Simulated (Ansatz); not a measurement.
Cost and result for the atomization energy of H$_{5}$InO$_{4}$Si (`O[Si](O)(O)[O][InH2]`) (11 atoms, 10 bonds).

```json
{"atom": "O1", "x (Å)": "0.0061", "y (Å)": "-1.0898", "z (Å)": "0.5478"}
{"atom": "Si2", "x (Å)": "0.0267", "y (Å)": "-0.0305", "z (Å)": "-0.7719"}
{"atom": "O3", "x (Å)": "-1.1183", "y (Å)": "-0.3811", "z (Å)": "-1.8839"}
{"atom": "O4", "x (Å)": "1.4552", "y (Å)": "-0.3412", "z (Å)": "-1.4965"}
{"atom": "O5", "x (Å)": "-0.1963", "y (Å)": "1.3431", "z (Å)": "-0.0012"}
{"atom": "In6", "x (Å)": "-0.0788", "y (Å)": "0.8411", "z (Å)": "2.0112"}
{"atom": "H7", "x (Å)": "0.5041", "y (Å)": "-1.9077", "z (Å)": "0.4915"}
{"atom": "H8", "x (Å)": "-1.9613", "y (Å)": "0.0568", "z (Å)": "-1.7553"}
{"atom": "H9", "x (Å)": "1.4880", "y (Å)": "-0.2154", "z (Å)": "-2.4455"}
{"atom": "H10", "x (Å)": "-1.6413", "y (Å)": "0.7643", "z (Å)": "2.6950"}
{"atom": "H11", "x (Å)": "1.5159", "y (Å)": "0.9603", "z (Å)": "2.6088"}
```

Total charge 0; spin multiplicity 1. Correlated methods include outer-core shells of In, which these sets cover unevenly. In: def2 effective core potential. The structure was optimised at the PBE0-D4/def2-TZVP level. It is one conformer, not always the lowest. Program: Ansatz. All runs use 4 threads of an Arm Neoverse V2 on a shared host. Times are those of one run each, without the atoms' runs, and a repeat can differ threefold. Electronic energies, without spin–orbit coupling; frozen cores. CCSD(T)/CBS adds CCSD(T) − MP2 in def2-TZVPP to the MP2 limit, and its time is that of the two runs behind it. T1 = 0.014. With those shells the extrapolation isn't a true limit. HSE06 is the plane-wave form, built on full-range PBE exchange.

CCSD(T)/CBS is a level of theory with its own doubt, some kJ/mol a heavy atom from the limit and from the frozen cores, so smaller differences don't rank the functionals.

```csv
level,functions,atomization (kJ/mol),difference from CCSD(T)/CBS,per bond
CAM-B3LYP-D4/def2-TZVPP,286,4103.9,-38.7,-3.9
BHLYP-D4/def2-TZVPP,286,3897.7,-244.9,-24.5
MP2/def2-QZVPP,530,4203.4,60.8,6.1
CCSD(T)/CBS(def2),–,4142.6,0.0,0.0
CCSD(T)/def2-SVP,125,3742.3,-400.3,-40.0
B97M-V/def2-TZVPP,286,4102.7,-39.9,-4.0
LDA (SPW92)/def2-TZVPP,286,4741.9,599.3,59.9
HSE06-D4/def2-TZVPP,286,4020.3,-122.3,-12.2
PBE0-D4/def2-TZVPP,286,4017.9,-124.7,-12.5
PBE-QIDH/def2-TZVPP,286,4027.6,-115.0,-11.5
CCSD(T)/def2-TZVPP,286,4001.0,-141.6,-14.2
r2SCANh-D4/def2-TZVPP,286,4060.4,-82.2,-8.2
PBE-D4/def2-TZVPP (with forces),286,4118.4,-24.2,-2.4
```

(1) Order the runs by time, with rough figures. (An estimate is asked.)

Results:

(1) The calculation gave: LDA (SPW92)/def2-TZVPP 1.9 s; PBE-D4/def2-TZVPP (with forces) 3.7 s; PBE0-D4/def2-TZVPP 5 s; HSE06-D4/def2-TZVPP 5.5 s; BHLYP-D4/def2-TZVPP 5.5 s; CAM-B3LYP-D4/def2-TZVPP 6 s; r2SCANh-D4/def2-TZVPP 7.5 s; PBE-QIDH/def2-TZVPP 8.5 s; B97M-V/def2-TZVPP 13 s; CCSD(T)/def2-SVP 17 s; MP2/def2-QZVPP 31 s; CCSD(T)/def2-TZVPP 9.3 min; CCSD(T)/CBS(def2) 9.8 min.

From BLYP to BHLYP (50 % exact exchange), in def2-TZVPP and without D4, the atomization energy moves by −131.4 kJ/mol: exact exchange takes away binding that semilocal exchange gives to molecules. In def2-TZVPP, CCSD(T) changes the Hartree–Fock value by +1174.5 kJ/mol (the triples alone add +71.7 kJ/mol) and MP2 by +1291.1 kJ/mol; breaking electron pairs costs correlation energy, which Hartree–Fock lacks. Leaving LDA and LC-ωPBE aside and taking each functional with its dispersion term where it has one, the values spread over 220.8 kJ/mol, from BHLYP-D4 to PBE-D4. LDA lies +650.8 kJ/mol from PBE without D4, its usual overbinding.

Spin–orbit coupling would lower the free In atoms strongly, and the atomization energy with them, by more than many differences here.
